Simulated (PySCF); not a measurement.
Geometry:
| atom | x (Å) | y (Å) | z (Å) |
| --- | --- | --- | --- |
| O1 | 3.526 | -0.161 | 0.321 |
| C2 | 2.602 | 0.319 | -0.273 |
| C3 | 1.201 | 0.381 | 0.217 |
| F4 | 1.157 | 0.565 | 1.601 |
| O5 | 0.501 | 1.424 | -0.379 |
| C6 | -0.834 | 1.213 | -0.654 |
| F7 | -0.914 | 0.435 | -1.808 |
| C8 | -1.635 | 0.520 | 0.444 |
| C9 | -1.404 | -0.996 | 0.423 |
| Si10 | 0.409 | -1.393 | -0.019 |
| H11 | 2.685 | 0.686 | -1.313 |
| H12 | -1.243 | 2.195 | -0.923 |
| H13 | -1.314 | 0.948 | 1.394 |
| H14 | -2.693 | 0.747 | 0.306 |
| H15 | -2.065 | -1.447 | -0.317 |
| H16 | -1.682 | -1.414 | 1.390 |
| H17 | 0.601 | -1.811 | -1.404 |
| H18 | 1.092 | -2.206 | 0.980 |

- shieldings: GIAO PBE0/pcSseg-1
- GFN2-xTB geometry
- program: PySCF
- isolated molecule, one computed conformer, non-relativistic

δ = σ(ref) − σ, references computed at the same level: $^{13}$C (186.93 ppm), $^{1}$H (31.72 ppm), $^{29}$Si (349.16 ppm) against TMS; H2O for $^{17}$O (336.08 ppm); $^{19}$F (170.95 ppm) against CFCl3.

| atoms | nucleus | count | δ (ppm) |
| --- | --- | --- | --- |
| H18 | $^{1}$H | 1 | ? |
| C2 | $^{13}$C | 1 | ? |
| H14 | $^{1}$H | 1 | 2.38 |
| H16 | $^{1}$H | 1 | ? |
| H13 | $^{1}$H | 1 | 2.35 |
| C8 | $^{13}$C | 1 | 29.2 |
| Si10 | $^{29}$Si | 1 | -44.2 |
| H11 | $^{1}$H | 1 | 9.88 |
| C9 | $^{13}$C | 1 | ? |
| H12 | $^{1}$H | 1 | ? |
| C6 | $^{13}$C | 1 | 111.3 |
| F4 | $^{19}$F | 1 | -142.8 |
| C3 | $^{13}$C | 1 | 116.4 |
| O1 | $^{17}$O | 1 | 695.2 |
| O5 | $^{17}$O | 1 | ? |
| H17 | $^{1}$H | 1 | 4.37 |
| H15 | $^{1}$H | 1 | 1.29 |
| F7 | $^{19}$F | 1 | -143.7 |

Task: Complete the table.

Result: 
- C2: 201.3 ppm, aldehyde carbonyl carbon; the double bond to the heteroatom, with no lone-pair donor beside it, deshields it most
- C9: -1.1 ppm, sp3 CH2 bonded to Si; an electropositive neighbour leaves it electron-rich and shielded
- H12: 6.12 ppm, hydrogen on an sp3 CH bonded to F and O; its carbon carries F and O, which withdraws density
- H18: 4.03 ppm, hydrogen on a silicon bonded to 2 C, in a 6-membered ring
- H16: 1.16 ppm, hydrogen on an sp3 CH2 bonded to Si
- O5: 153.9 ppm, ether oxygen

Shifts are as computed. Against solution values, carbons near 30 ppm lie about +3 ppm off and those near 130 ppm about +5 ppm. Of 1309 compounds with measured shifts, 239 miss one by over three times the rms of a fit or turn the order of signals round; such compounds aren't used in these exercises. Unscaled 19F shifts against computed CFCl3 carry errors that often reach 10 to 50 ppm. Unscaled 17O shifts of doubly bonded oxygen tend to come out too high, by tens of ppm or more. Experimental scales use liquid or dissolved standards, which lie at an offset from isolated H2O (liquid H2O: subtract about 36 ppm).
